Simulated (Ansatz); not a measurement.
The cluster Li5H6. The state is a doublet with charge 0. Geometry r2SCAN-D4/def2-TZVP; atoms count from 1.

```xyz
11

Li    1.185   -2.208   -1.324
Li   -0.759    1.190    0.032
Li    1.954    0.355   -0.854
Li    0.131   -0.875    1.085
Li   -1.594   -1.349   -0.614
H     0.906    0.691    0.517
H    -1.555   -0.220    0.751
H    -1.405    3.083    0.628
H    -1.284    2.746    1.288
H    -0.097   -2.251   -0.130
H     2.518   -1.163   -1.381
```

In the doublet, H8 and H9 lie 0.75 Å apart (atoms count from 1), so H2 has formed as a molecule. Another isomer (doublet) lies 0.03 eV lower at PBE0-D4/def2-TZVP; other spin states weren't run for this one.

Question: Estimate the Mulliken populations from the PBE0/def2-TZVP orbitals of Ansatz.

Answer: 
```csv
atom,charge (e),spin (α − β)
Li1,0.52,0.09
Li2,0.23,0.41
Li3,0.51,0.13
Li4,0.43,0.00
Li5,0.32,0.40
H6,-0.53,-0.01
H7,-0.47,-0.02
H8,-0.01,0.01
H9,0.05,0.01
H10,-0.56,-0.01
H11,-0.50,-0.01
```
Mulliken values depend strongly on the basis.

Question: Where does the spin sit?

Answer: Summed by element: Li 1.03, H -0.03, of 1 unpaired in all. Largest on single atoms: Li2 0.41, Li5 0.40, Li3 0.13.

Question: And the Mayer bond orders between heavy atoms (over 0.3)?

Answer: Li2–Li5 0.32 (2.75 Å).
